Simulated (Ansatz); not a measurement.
Reaction (ligand exchange at the Sn–O bond): `[NH2][SnH2][OH]` + NH₃ → `[NH2][SnH2][NH2]` + H₂O

Gas-phase electronic energies from Ansatz, PBE0-D4/def2-TZVP geometries. CCSD(T)/CBS is the MP2 limit (def2-TZVPP, def2-QZVPP) plus CCSD(T) − MP2 in def2-TZVPP, frozen cores. This one scheme is used for every species. DFT in def2-TZVPP. B3LYP here is the variant with VWN-RPA as its local correlation; programs differ in this. def2 core potentials past Kr. For Sn outer-core shells are correlated without core-valence functions, which leaves a few kJ/mol of doubt a bond. One conformer a species, not always the lowest.

(1) Is it downhill or uphill in electronic energy at CCSD(T)/CBS, and by how much? (Estimate.)

(2) What do these levels give: BLYP-D4, B97M-V, r2SCANh-D4, ωB97X-V, PBE-QIDH, B3LYP, BHLYP, LC-ωPBE, RPA@PBE/def2-TZVPP, MP2/def2-TZVPP, HF/def2-QZVPP, MP2/CBS(def2)? (Best estimate.)

Largest T1 diagnostic among the species: 0.013.

Results:

(1) Computed: Uphill: ΔE = +21.6 kJ/mol.

(2) The calculation gave: BLYP-D4 26.9, B97M-V 29.9, r2SCANh-D4 25.4, ωB97X-V 25.7, PBE-QIDH 21.3, B3LYP 28.0, BHLYP 26.9, LC-ωPBE 25.3, RPA@PBE/def2-TZVPP 20.7, MP2/def2-TZVPP 19.5, HF/def2-QZVPP 28.5, MP2/CBS(def2) 20.7 kJ/mol.

Leaving LDA and LC-ωPBE aside and taking each functional with its dispersion term where it has one, the values spread over 8.6 kJ/mol, from PBE-QIDH to B97M-V. LDA lies −4.6 kJ/mol from PBE without D4. From BLYP to BHLYP (50 % exact exchange), in def2-TZVPP and without D4, ΔE moves by −3.5 kJ/mol. In def2-TZVPP, CCSD(T) changes the Hartree–Fock value by −7.3 kJ/mol (the triples alone add −0.3 kJ/mol) and MP2 by −8.2 kJ/mol.
